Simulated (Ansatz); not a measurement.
AlF3, SMILES [F][Al-]([F])[F], charge -1, multiplicity 2.

Geometry: PBE-D3(BJ)/def2-SVPD.

Two levels are set side by side: PBE/def2-SVPD (Ansatz, a first-principles code) and PBE0/def2-SVPD (Ansatz). Energy differences of separate SCF runs at the same geometry; the states with an electron removed or added have multiplicity 1. Differences are taken from unrounded values.

```tsv
quantity	PBE0	PBE	PBE minus PBE0
vertical ionisation energy (eV)	2.50	2.37	-0.13
```
